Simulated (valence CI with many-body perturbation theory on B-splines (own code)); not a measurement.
The numbers below are computed, except where a source is named.
## Sensitivity of CI+MBPT for Co XXI

Level of theory: relativistic CI+MBPT: five valence electrons over a frozen Dirac-Fock core [He], a basis of 6 s, 6 p, 5 d, 3 f, 1 g functions for each j, with the one-electron correlation potential Σ1, the two-electron term Σ2, the three-electron term Σ3, Breit, model QED; selected CI, second order for the rest, scaled by the run's own slope (own B-spline code, finite nucleus).

No measured levels were compared; by estimate levels of excited configurations hold to 0.05 to 0.15 % of their energy, terms of the ground configuration to about 0.5 %. Among the levels kept, up to 2400 cm⁻¹ of a level comes from second order outside the variational space, and about a tenth of that is noise between levels of different J, which matters for small intervals.

The reference run has the lowest level 2s²2p³ ⁴S°_3/2 and an ionisation energy of 1722.81 eV. Its largest variational space holds 12345 state functions.

Names give the largest LS component (configuration and term), which can be under half, so a name can repeat, a term be missing and a line seem to break the LS rules; names also repeat where a configuration has a term twice.

Changed runs:
A. hole-hole ladder in Σ2 on → off
B. logarithmic knot step 0.27 → 0.33
C. natural orbitals for correlation on → off
D. start configuration 2s2 2p3 → 2s2 3p3 (bad on purpose)

Excitation energies of the reference run in cm⁻¹, and shifts in cm⁻¹:

| Level | Reference | A | B | C |
| --- | --- | --- | --- | --- |
| 2s²2p³ ²D°_3/2 | 147443 | +3.3 | +0.9 | +2435 |
| 2s²2p³ ²D°_5/2 | 192028 | -9.0 | +4.2 | +2855 |
| 2s²2p³ ²P°_1/2 | 280905 | +59 | +4.0 | +2392 |
| 2s²2p³ ²P°_3/2 | 359679 | +37 | +12 | +2306 |
| 2s2p⁴ ⁴P_5/2 | 799145 | -62 | -44 | +1147 |
| 2s2p⁴ ⁴P_3/2 | 879686 | -63 | -38 | +1095 |
| 2s2p⁴ ⁴P_1/2 | 903348 | -54 | -38 | +1355 |
| 2s2p⁴ ²D_3/2 | 1108230 | -62 | -42 | +6466 |
| 2s2p⁴ ²D_5/2 | 1129110 | -63 | -38 | +6168 |
| 2s2p⁴ ²S_1/2 | 1268770 | +31 | -41 | +7410 |
| 2s2p⁴ ²P_3/2 | 1319390 | -62 | -40 | +8745 |
| 2s2p⁴ ²P_1/2 | 1435660 | -29 | -30 | +8329 |
| Ionisation energy (eV) | 1722.81 | -0.00045 | +0.0013 | -0.45 |

Run D: It gave no result: the start configuration must fill the lowest shells above the core. The program said: "3p is not the lowest shell of its kind above the core".
